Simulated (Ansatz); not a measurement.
Basis-set extrapolation for `C[Si](N)(N)[SiH3]` (PBE0-D4/def2-TZVP geometry, frozen core, Ansatz). Multiplicity 1, RHF reference.

```tsv
	def2-TZVPP	def2-QZVPP
HF	-730.615747	-730.641778
MP2 correlation	-0.862550	-0.923829
CCSD(T) correlation	-0.958397	not run
```

Energies in hartree. Use E(X) = E(∞) + A·exp(−7.88·√X) for Hartree–Fock and E(X) = E(∞) + B·X^(−2.97) for correlation, with X = 3 and 4, and add CCSD(T) minus MP2 of the smaller set to the MP2 limit.

**Question.** What is the CCSD(T) energy at the basis-set limit?

**Answer.** HF limit: -730.641778 + (-0.026031) × 0.13774 = -730.64536. MP2 limit: -0.923829 + (-0.061279) × 0.74074 = -0.96922. Higher-order term: -0.958397 − (-0.862550) = -0.09585. Total: -731.71043 hartree, 357.8 kJ/mol below CCSD(T)/def2-TZVPP.
